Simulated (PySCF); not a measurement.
## Field gradients at the hydrogen positions

Species: C4H12BP.
Z-matrix (Å and degrees, PBE0-D3(BJ)/def2-SVP geometry), rows numbered from 1:
```
P 
B   1  1.9472
C   2  1.6111  1  108.67
C   3  1.5547  2  117.72  1   -69.73
C   4  1.5428  3   90.30  2  -115.78
C   5  1.5429  4   90.16  3    -0.27
H   1  1.4181  2  118.05  3    56.90
H   1  1.4182  2  118.36  3   -62.98
H   1  1.4161  2  117.63  3   176.75
H   2  1.2284  1  101.21  3  -121.00
H   2  1.2265  1  101.86  3   123.05
H   3  1.1040  2  111.67  1    61.68
H   4  1.1030  3  114.57  2     1.01
H   4  1.1018  3  115.32  2   126.83
H   5  1.1006  4  114.49  3  -117.63
H   5  1.1002  4  114.66  3   117.22
H   6  1.1008  3  114.84  2  -122.64
H   6  1.1006  3  114.17  2     2.54
```

Level: PBE0/pcSseg-1 (PySCF, non-relativistic); Q(2H) = 0.00286 b; rigid geometry, the same for H and D, with no vibrational averaging.

Problem. Rank these positions by the coupling χzz of a deuteron there, largest first.
A. H16 (methylene hydrogen)
B. H11 (B–H hydrogen)
C. H8 (P–H hydrogen)

Solution. A (197 kHz), B (130 kHz), C (114 kHz).

Problem. Tabulate Vzz, the asymmetry η and χzz = 234.96 MHz × Q × Vzz for every hydrogen position.

Solution. 
```
atom  bonded to  bond length (Å)  Vzz (au)     η  χzz (kHz)
  H7         P1            1.418    0.1704  0.05        115
  H8         P1            1.418    0.1704  0.05        114
  H9         P1            1.416    0.1729  0.05        116
 H10         B2            1.228    0.1904  0.09        128
 H11         B2            1.227    0.1927  0.09        130
 H12         C3            1.104    0.2913  0.02        196
 H13         C4            1.103    0.2902  0.02        195
 H14         C4            1.102    0.2927  0.01        197
 H15         C5            1.101    0.2937  0.00        197
 H16         C5            1.100    0.2938  0.00        197
 H17         C6            1.101    0.2939  0.00        198
 H18         C6            1.101    0.2914  0.00        196
```

Problem. Average by the element that carries the hydrogen.

Solution. on P: 115 kHz over 3 positions, mean bond length 1.417 Å; on B: 129 kHz over 2 positions, mean bond length 1.227 Å; on C: 197 kHz over 7 positions, mean bond length 1.102 Å.

One conformer (not necessarily the lowest) at the PBE0-D3(BJ)/def2-SVP geometry, without solvent, vibrations or thermal averaging. These gradients aren't converged with respect to the basis.
